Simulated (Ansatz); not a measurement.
Molecule: CuF, charge 0, multiplicity 3. The spin state was set by rule; other spins were not relaxed. 
Geometry from a B3LYP-D3(BJ)/def2-TZVP (Ansatz, a program for electronic structure) optimisation:
```
Cu
F 1 1.7650
```
Charge 0, spin multiplicity 3.

Total electronic energies in hartree. Valence correlation only, unless marked. Open shells are spin-unrestricted. No spin-orbit coupling. Frozen are the shells of the preceding noble gas and the d and f shells that filled before the atom's block. Non-relativistic. CBS marks a two-point X^-3 extrapolation of the correlation energy; Hartree-Fock from the larger set. The bracket is a focal-point correction in the basis named.

```json
[
 {"level": "HF/def2-SVP", "program": "Ansatz", "energy (Eh)": "-1738.05853"},
 {"level": "HF/def2-TZVPPD", "program": "Ansatz", "energy (Eh)": "-1738.43256"},
 {"level": "HF/def2-QZVPP", "program": "Ansatz", "energy (Eh)": "-1738.47906"},
 {"level": "revPBE-D4/def2-TZVPD", "program": "Ansatz + dftd4", "energy (Eh)": "?"},
 {"level": "PBE0-D4/def2-TZVP", "program": "Ansatz + dftd4", "energy (Eh)": "?"},
 {"level": "PBE0/def2-QZVPP", "program": "Ansatz", "energy (Eh)": "-1740.05342"},
 {"level": "LC-wPBE-D3(BJ)/def2-TZVPD", "program": "Ansatz + dftd3", "energy (Eh)": "-1740.06968"},
 {"level": "RI-MP2/CBS(def2-TZVPPD,def2-QZVPPD)+[CCSD(T)-MP2]/def2-SVPD", "program": "Ansatz", "energy (Eh)": "-1739.2152"},
 {"level": "CCSD(T)/CBS(def2-TZVPPD,def2-QZVPPD)", "program": "Ansatz", "energy (Eh)": "-1739.2021"}
]
```

Task: What belongs in the gaps?

Result: 
- revPBE-D4/def2-TZVPD, energy (Eh): -1740.20929
- PBE0-D4/def2-TZVP, energy (Eh): -1739.99805
